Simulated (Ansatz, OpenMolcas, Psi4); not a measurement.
**A ladder of methods for AlClF2 (SMILES [F][Al]([F])[Cl])**

The species is AlClF2 (4 atoms), meant as a singlet with charge 0. SMILES: `[F][Al]([F])[Cl]`. Geometry: relaxed at PBE0-D4/def2-TZVP.

```xyz
4

F     0.9972    0.7218    1.1496
Al    0.0693   -0.0508    0.0536
F     0.2735   -1.6538   -0.1647
Cl   -1.3400    0.9828   -1.0386
```

Quantity: the vertical energy of the triplet above the singlet, in eV. The values are calculated.

```csv
level,kind,program,value (eV),less CCSD(T)/def2-SVPD,CPU time (all runs)
revPBE/def2-SVPD,GGA,Psi4,6.54,-0.88,60 s
r2SCAN/def2-SVPD,meta-GGA,OpenMolcas,7.00,-0.42,96 s
M06-2X/def2-SVPD,hybrid meta-GGA,OpenMolcas,7.38,-0.04,84 s
PBE0/def2-SVPD,global hybrid,OpenMolcas,7.13,-0.29,61 s
wB97M-V/def2-SVPD,range-separated hybrid,Ansatz,7.44,+0.02,3.9 min
RPA@PBE/def2-SVPD,RPA,Ansatz,6.70,-0.72,50 s
CCSD(T)/def2-SVPD,coupled cluster or CI,Ansatz,7.42,0.00,1.8 min
CCSD/def2-SVPD,coupled cluster or CI,Ansatz,7.44,+0.02,86 s
FCI/STO-3G,exact in the basis,Ansatz,8.58,+1.16,1.8 min
```

Differences are taken from CCSD(T)/def2-SVPD for orientation; it has basis-set and higher-order errors of its own. The values span 6.54 to 8.58 eV. A triplet this far above the singlet is often a Rydberg-like or dissociative state; sets without diffuse functions put Rydberg states too high. High-level rows in very small sets aren't better than simpler rows in larger ones. The upper state's dipole differs much between rows, so they may not all be the same state. Times are those of the runs behind each value, whatever else they computed, on shared processors of several kinds: orders of magnitude only.
